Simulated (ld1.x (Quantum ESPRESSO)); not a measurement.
## What one change does to a pseudopotential (phosphorus, PAW)

P, PAW, made with ld1.x (Quantum ESPRESSO) 7.5 (LDA (PZ), scalar-relativistic). Core [Ne], reference 3s2 3p3. Waves: 3s (bound): rcut 1.20, rcutus 1.40 bohr; 3s channel at 1.3 Ry: rcut 1.20, rcutus 1.40 bohr; 3p (bound): rcut 1.25, rcutus 1.60 bohr; 3p channel at 0.3 Ry: rcut 1.25, rcutus 1.60 bohr. Local part: all-electron potential smoothed inside 1.40 bohr (lloc = -2). Core correction: Bessel-smoothed model core inside 1.45 bohr. Augmentation charge: PSQ, inside the norm-conserving radii.

Change: waves 3s (bound): rcut 1.20, rcutus 1.56 bohr; 3s channel at 1.3 Ry: rcut 1.20, rcutus 1.56 bohr.

Cutoffs: the cutoffs (Ry, on a coarse ladder) from which the occupation-weighted sum of valence levels, in a spherical-Bessel basis at the reference potential, stays within 10 and 1 mRy of its value at 400 Ry; they do not see the model core or the augmentation charge, which bear on the density cutoff. Errors are all-electron minus pseudo energies relative to the spin-unpolarised reference configuration.

**Question.** What does the change do?

**Answer.** The potential gets softer (18 Ry and 30 Ry → 12 Ry and 25 Ry); the errors of the 9 common tests hardly move; neither file shows a bound ghost. A larger radius leaves more room for a smooth pseudo-wave, so fewer plane waves are needed.

```tsv
quantity	base	changed
cutoff, loose	18 Ry	12 Ry
cutoff, tight	30 Ry	25 Ry
loose cutoff by channel (10 mRy a level)	s 15 Ry, p 8 Ry	s 10 Ry, p 8 Ry
bound ghosts	none	none
error for 3s2 3p2, meV [ΔE 9.82 eV]	-1.5	-1.5
error for 3s2 3p1, meV [ΔE 29.07 eV]	-11	-11
error for 3s2 3p0, meV [ΔE 58.96 eV]	-48	-48
error for 3s1 3p0, meV [ΔE 111.15 eV]	-163	-162
error for 3s0 3p5, meV [ΔE 17.14 eV]	-1.9	-1.9
error for 3s2 3p2.5, meV [ΔE 3.82 eV]	-0.4	-0.4
error for 3s1 3p3, meV [ΔE 18.89 eV]	-3.0	-3.0
error for 3s2 3p3 (spin-polarised), meV [ΔE -1.51 eV]	-1.3	-1.3
error for 3s2 3p2 (spin-polarised), meV [ΔE 8.98 eV]	-2.5	-2.5
s: phases at 1.75 bohr within 0.05 rad from the reference energy up to (Ry; the scan ends near 5)	to the end of the scan	to the end of the scan
p: phases at 1.75 bohr within 0.05 rad from the reference energy up to (Ry; the scan ends near 5)	to the end of the scan	to the end of the scan
lowest overlap eigenvalue by channel	s 0.51, p 0.76	s 0.46, p 0.76
```
